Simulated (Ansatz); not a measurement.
Basis-set extrapolation for CH₂FNSSi, SMILES `F[SiH]1N=C1S` (PBE0-D4/def2-TZVP geometry, frozen core, Ansatz). Multiplicity 1, RHF reference.

```csv
,def2-TZVPP,def2-QZVPP
HF,-879.506776,-879.536266
MP2 correlation,-0.882698,-0.955119
CCSD(T) correlation,-0.948681,not run
```

Energies in hartree. Use E(X) = E(∞) + A·exp(−7.88·√X) for Hartree–Fock and E(X) = E(∞) + B·X^(−2.97) for correlation, with X = 3 and 4, and add CCSD(T) minus MP2 of the smaller set to the MP2 limit.

**Question.** What is the CCSD(T) energy at the basis-set limit?

**Answer.** HF limit: -879.536266 + (-0.029490) × 0.13774 = -879.54033. MP2 limit: -0.955119 + (-0.072421) × 0.74074 = -1.00876. Higher-order term: -0.948681 − (-0.882698) = -0.06598. Total: -880.61507 hartree, 419.1 kJ/mol below CCSD(T)/def2-TZVPP.
